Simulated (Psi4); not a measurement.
Interaction energy of H4Ge ··· Br2 (SMILES [GeH4] and BrBr). Monomers: optimised at B3LYP-D3(BJ) (def2-TZVP), held rigid. Orientation: lowest of the rigid-body minima from ten starts at GFN2-xTB. The monomers approach along the line of their centres of mass (distance R); nothing else relaxes.

Computed with: PBE/def2-TZVP, counterpoise-corrected (Psi4); PBE-D3(BJ)/def2-TZVP, counterpoise-corrected (Psi4); B3LYP-D3(BJ)/def2-TZVP, counterpoise-corrected (Psi4); SAPT0/jun-cc-pVDZ, frozen core (Psi4).

Interaction energies in kcal/mol; the last columns give the difference from SAPT0:

```
R / Å  PBE/def2-TZVP  PBE-D3(BJ)/def2-TZVP  B3LYP-D3(BJ)/def2-TZVP  SAPT0/jun-cc-pVDZ  PBE/def2-TZVP − SAPT0/jun-cc-pVDZ  PBE-D3(BJ)/def2-TZVP − SAPT0/jun-cc-pVDZ  B3LYP-D3(BJ)/def2-TZVP − SAPT0/jun-cc-pVDZ
-----  -------------  --------------------  ----------------------  -----------------  ---------------------------------  ----------------------------------------  ------------------------------------------
2.98           12.26                  9.96                   11.14              13.11                              -0.85                                     -3.14                                       -1.96
3.24            4.94                  2.86                    3.12               5.02                              -0.07                                     -2.15                                       -1.90
3.43            2.30                  0.40                    0.32               2.09                               0.21                                     -1.69                                       -1.77
3.62            0.89                 -0.83                   -1.04               0.55                               0.34                                     -1.38                                       -1.59
3.80            0.19                 -1.34                   -1.57              -0.18                               0.36                                     -1.16                                       -1.40
4.04           -0.23                 -1.50                   -1.67              -0.55                               0.33                                     -0.94                                       -1.12
4.36           -0.35                 -1.32                   -1.37              -0.60                               0.25                                     -0.72                                       -0.77
4.66           -0.31                 -1.04                   -1.01              -0.49                               0.18                                     -0.55                                       -0.52
5.12           -0.19                 -0.65                   -0.58              -0.31                               0.12                                     -0.34                                       -0.27
5.83           -0.07                 -0.29                   -0.26              -0.15                               0.08                                     -0.14                                       -0.11
6.84           -0.01                 -0.10                   -0.11              -0.06                               0.05                                     -0.04                                       -0.05
8.11            0.00                 -0.03                   -0.04              -0.02                               0.02                                     -0.01                                       -0.02
```

PBE/def2-TZVP is furthest from SAPT0/jun-cc-pVDZ at 2.98 (-0.85 kcal/mol, below); its mean absolute difference over the points is 0.24 kcal/mol.

PBE-D3(BJ)/def2-TZVP is furthest from SAPT0/jun-cc-pVDZ at 2.98 (-3.14 kcal/mol, below); its mean absolute difference over the points is 1.02 kcal/mol.

B3LYP-D3(BJ)/def2-TZVP is furthest from SAPT0/jun-cc-pVDZ at 2.98 (-1.96 kcal/mol, below); its mean absolute difference over the points is 0.96 kcal/mol.
